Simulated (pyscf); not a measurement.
**Concerted two-bond exchange: H₃Si–Si(SiH₃)(SiH₃)–Cl → H₃Si–SiH(SiH₃)–SiH₂–Cl**

Gas phase, singlet surface, charge 0. Bonds broken: Cl1–Si2, Si3–H6. Bonds formed: Cl1–Si3, Si2–H6. Single points on ωB97X-D3(BJ)/def2-SVP structures (PySCF, gas phase).

Transition state (Å):

```xyz
14

Cl    -0.5242    -1.0049     1.8501
Si    -0.4756     0.5595    -0.0333
Si    -0.5120    -1.3240    -1.1570
Si    -2.5622     1.3302     0.6112
Si     1.6363     1.2327     0.6373
H     -0.4574     0.8994    -1.6513
H      0.6910    -1.9742    -1.7499
H     -1.7359    -1.9182    -1.7656
H     -3.0306     2.4638    -0.2402
H     -3.5203     0.1971     0.4714
H     -2.4818     1.7696     2.0294
H      2.5426     0.0564     0.5089
H      1.5590     1.6756     2.0546
H      2.1670     2.3432    -0.2078
```

One imaginary mode, 614i cm⁻¹; descent along it reached the two sides named.

```csv
bond,change,reactant side (Å),saddle,product side
Cl1–Si2,breaks,2.097,2.449,3.4
Si3–H6,breaks,1.494,2.278,3.2
Cl1–Si3,forms,3.6,3.0,2.082
Si2–H6,forms,3.2,1.653,1.495
```

Electronic energies relative to the reactant's lowest minimum found (eV):

```
level                   barrier  reaction energy  reverse barrier
----------------------  -------  ---------------  ---------------
ωB97X-D3(BJ)/def2-TZVP     2.89            -0.06             2.95
PBE/def2-TZVP              2.63            -0.02             2.66
r²SCAN/def2-TZVP           2.81            -0.05             2.86
B3LYP-D3(BJ)/def2-TZVP     2.76            -0.03             2.79
PBE0-D3(BJ)/def2-TZVP      2.81            -0.05             2.86
M06-2X/def2-TZVP           2.83            -0.07             2.90
ωB97M-D3(BJ)/def2-TZVP     2.80            -0.06             2.87
HF/def2-TZVP               3.33            -0.01             3.34
```

With ωB97M-D3(BJ)/def2-TZVP energies and thermal terms (ideal gas, 1 atm, RRHO with modes under 100 cm⁻¹ raised to 100, one conformer, R ln 2 for chiral ones without a mode under 150 cm⁻¹), in eV:

```csv
T (K),ΔH‡,ΔG‡,ΔH,ΔG
298,2.71,2.74,-0.05,-0.03
600,2.70,2.78,-0.06,-0.01
900,2.68,2.82,-0.06,+0.02
1200,2.67,2.87,-0.06,+0.04
```

This is the saddle that the search found; another between the same sides may lie lower.
